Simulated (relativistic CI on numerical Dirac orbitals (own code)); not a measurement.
# What each ingredient does to the levels of Au XXVI

Base calculation: Dirac-Coulomb-Breit CI, orbitals from a KLI potential per configuration, model QED (radiative potential, 1s self-energy scaled to tabulated hydrogen-like ionisation energies), unscaled Slater integrals.

Configurations in the expansion (outside the closed core [Ar] 3d10 4p6 4d10): 4s²4f⁸, 4s²4f⁷5s, 4s²4f⁶5s², 4s²4f⁷6s, 4f¹⁰. Levels of other configurations are missing.

Variants: (1) Breit term removed; (2) one mean potential for all configurations. Shifts of the energy above 4s²4f⁸ ⁷F6, in cm⁻¹, for the lowest level and the first level of each name with at least 55 % of one term (blank where a level changes its place among those of its configuration and J or its character, or is not in the variant):

| Level | Base | Δ(1) | Δ(2) |
| --- | --- | --- | --- |
| 4s²4f⁸ ⁷F6 | 0.0 | 0.0 | 0.0 |
| 4s²4f⁸ ⁷F5 | 16382.6 | +523.9 | -387.3 |
| 4s²4f⁸ ⁷F3 | 26175.0 | +5.1 | -321.7 |
| 4s²4f⁸ ⁷F2 | 28469.2 | -468.9 | -142.4 |
| 4s²4f⁸ ⁷F1 | 33449.6 | -53.3 | -416.7 |
| 4s²4f⁸ ⁷F0 | 34456.3 | -171.1 | -371.8 |
| 4s²4f⁸ ⁵L10 | 64123.4 | +3109.6 | +466.4 |
| 4s²4f⁸ ⁵L9 | 75422.0 | +2797.2 | +309.7 |
| 4s²4f⁸ ⁵G2 | 83476.9 | -77.9 | +451.3 |
| 4s²4f⁸ ⁵H3 | 108645.9 | +1305.4 | +66.6 |
| 4s²4f⁸ ³O12 | 115743.3 | +6024.1 | +405.0 |
| 4s²4f⁸ ³O11 | 116728.1 | +4954.8 | +451.8 |
| 4s²4f⁸ ⁵D1 | 125795.1 | +357.1 | +518.2 |
| 4s²4f⁸ ³M10 | 130223.3 | +4363.6 | +501.6 |

At this charge energies of transitions that change n are usually good to better than 1 %, and those within a shell (Δn = 0) to a few per cent. Terms inside the open d or f shell come out 10 to 20 % too wide with unscaled integrals.

Ionisation energy from the two ground configurations alone: base 801.2 eV. The NIST ASD value (theoretical) is 820 eV. The gap of more than 2 % comes from missing correlation, or from a tabulated value that is itself an estimate.

LS names give the leading component of a level, which can be under half, so a name can repeat, a term be missing and a line seem to break the LS rules.
